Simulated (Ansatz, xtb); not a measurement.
# Ligand exchange: C2H5Br + SiH3I → CH2BrI + SiH3(CH3)

Species: C2H5Br (bromoethane) `CCBr`, singlet; SiH3I `[SiH3]I`, singlet; CH2BrI (bromoiodomethane) `BrCI`, singlet; SiH3(CH3), singlet. The partners trade CH3 for I: C–CH3 and Si–I bonds give way to C–I and Si–CH3.

Shapes, held fixed at every level: PBE0-D4/def2-TZVP. Programs: Ansatz 0.2.0, xtb 6.7.1. The zero-point and thermal change to 298 K, harmonic and unscaled (PBE0-D4/def2-TZVP), is -6.2 kJ/mol.

| level | kind | ΔH(298 K) (kJ/mol) | less CCSD(T)/def2-TZVPP | CPU time (sum over the molecules) |
| --- | --- | --- | --- | --- |
| GFN2-xTB | semi-empirical | +184.8 | +84.9 | 0.14 s |
| HF/def2-SVP | Hartree–Fock | +130.6 | +30.7 | – |
| SPW92/def2-TZVPP | LDA | +101.5 | +1.6 | 7.1 s |
| B3LYP-D4/def2-TZVPP | global hybrid | +98.9 | -1.0 | 20 s |
| BHLYP-D4/def2-TZVPP | global hybrid | +108.8 | +8.9 | 17 s |
| wB97X-V/def2-TZVPP | range-separated hybrid | +105.0 | +5.1 | 41 s |
| B2PLYP/def2-TZVPP | double hybrid | +101.4 | +1.5 | 27 s |
| CCSD/def2-TZVPP | coupled cluster or CI | +103.3 | +3.4 | – |
| CCSD(T)/def2-TZVPP | coupled cluster or CI | +99.9 | 0.0 | 2.2 min |

The highest level, CCSD(T)/def2-TZVPP, gives ΔH(298 K) = +99.9 kJ/mol; the levels span +98.9 to +184.8. GFN2-xTB strays far from the other rows. The column of differences is taken from that level and isn't an error. No measured value is set beside it here. For atoms past krypton def2 sets carry core potentials with scalar relativity. Relativity is left out for Br unless named. Correlated rows may include outer-core shells of Br, I, which these sets cover unevenly. Times are processor times on shared x86 and Arm servers, and rough.
